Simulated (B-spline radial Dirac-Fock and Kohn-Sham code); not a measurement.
## What relativity does to the binding energies of Kr³⁺

System: Kr³⁺, [Ar] 3d10 4s2 4p3.

Both columns are ΔSCF binding energies of the configuration average from a radial atomic solver: non-relativistic Hartree-Fock with a point nucleus, and Dirac-Fock with a finite nucleus and the Coulomb interaction alone, averaged over the two j levels with weights 2j+1.

| shell | Hartree-Fock (eV) | Dirac-Fock (eV) | shift (eV) | shift (%) |
| --- | --- | --- | --- | --- |
| 1s | 14146.0 | 14403.8 | +257.76 | +1.82 |
| 2s | 1918.9 | 1977.6 | +58.78 | +3.06 |
| 3s | 329.2 | 339.4 | +10.15 | +3.08 |
| 3d | 137.6 | 135.7 | -1.96 | -1.42 |
| 4s | 64.49 | 65.72 | +1.23 | +1.90 |
| 4p | 48.76 | 48.89 | +0.13 | +0.27 |

Relativity binds 1s, 2s, 3s, 4s, 4p more strongly, among those listed most of all 3s in relative terms, and 3d more weakly, because the contracted s and p shells screen the nucleus better.

Values without a named source are computed, but for edge energies of neutral atoms, which are taken from tables.
